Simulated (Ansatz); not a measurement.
Single points on the cluster VSe2.

```yaml
crystal:
  periodic: [false, false, false]
  atoms:
    - {symbol: V, position_ang: [0.358435, 0.609201, 0.741889]}
    - {symbol: Se, position_ang: [1.311528, -0.418939, -0.997286]}
    - {symbol: Se, position_ang: [-1.669953, -0.190272, 0.255396]}
basis:
  gaussian: {orbitals: def2-TZVP, initial_orbitals: start.molden}
magnetization: {spin_polarized: true, initial_magnetization: 3}
hamiltonian: {xc: {text: "exchange = 0.90*pbe_x + 0.10*exact_x\ncorrelation = pbe_c"}}
scf: {omitted_lower_state_checks: [starts]}
output: {orbitals: {seedname: orbitals}}
```

The file start.molden holds the orbitals of an earlier run on this structure, at another level or in another basis.

```sh
$ ansatz run in.yaml --threads 2 --pin off --events-out ev --progress --plain --max-ram 4352MiB
```

It prints (some lines left out):

```
Functional definition: unnamed
1039 factors; integrals over basis functions are off by at most 6.5e-4 eV
mean field evaluation 1: about -156363.3887 eV, gradient 5.4e0 eV
mean field evaluation 2: about -156363.4768 eV, gradient 2.1e-1 eV
mean field evaluation 4: about -156363.5074 eV, gradient 6.2e-3 eV
mean field evaluation 8: about -156363.5074 eV, gradient 3.2e-5 eV
mean field -156363.50737085 eV, -5746.2529088867 hartree, gradient 6.7e-6 eV, S^2 3.814039; 0 other end points of the search recorded, 0 dependent functions left out
reference -156363.50740366 eV, -5746.2529100926 hartree; 47, 44 occupied and 94, 97 virtual orbitals, 1039 factors
Total energy: -156363.50740366 eV, -5746.2529100926 hartree
Checks for a lower state left out: starts
```

Hardware: 2 threads of AMD EPYC 7R43 on a shared host. Wall time 21 s.

First input, but with `correlation: {method: mp2}` and without the key `hamiltonian` (abridged; 49 s):

```
Functional definition: HF
mean field evaluation 16: about -156264.3165 eV, gradient 9.4e-3 eV
mean field evaluation 32: about -156264.3171 eV, gradient 1.9e-2 eV
mean field -156264.31733853 eV, -5742.6077424324 hartree, gradient 2.9e-6 eV, S^2 4.592920; 1 other end points of the search recorded, 0 dependent functions left out
23 core orbitals not correlated: weight in the atoms' cores, before any rotation towards them, 1.000 or more for the frozen orbitals, at most 0.000 for the correlated occupied ones
second order -21.89019146 eV of doubles, -0.00000000 eV of singles
Total energy: -156286.20752998 eV, -5743.4121921307 hartree
Checks for a lower state left out: starts
```

The first input with `hamiltonian: {xc: {text: "exchange = 0.95*pbe_x + 0.05*exact_x\ncorrelation = pbe_c"}}` (abridged; 21 s):

```
Functional definition: unnamed
mean field -156362.75765526 eV, -5746.2253573472 hartree, gradient 7.5e-6 eV, S^2 3.806852
Total energy: -156362.75769018 eV, -5746.2253586303 hartree
Checks for a lower state left out: starts
```

As the first input, with `hamiltonian: {xc: pbe0, dispersion: d4}` (abridged; 33 s):

```
Functional definition: PBE0
mean field -156365.87749775 eV, -5746.3400094439 hartree, gradient 2.3e-6 eV, S^2 3.837034
Total energy: -156365.97471053 eV, -5746.3435819475 hartree
Checks for a lower state left out: starts
```

Geometry: PBE-D4/def2-TZVP.

Correlated methods freeze 23 core orbitals; core or outer-core shells of V, Se are correlated, in sets that lack core-valence functions. At MP2/def2-TZVP the charge 0 quartet is spin-contaminated (final ⟨S²⟩ up to 4.59, 3.75 for a pure state). At PBE0-D4/def2-TZVP a doublet of charge 0 lies 0.56 eV below the quartet, each at its own geometry. The structure comes from a short search, and lower isomers may exist.
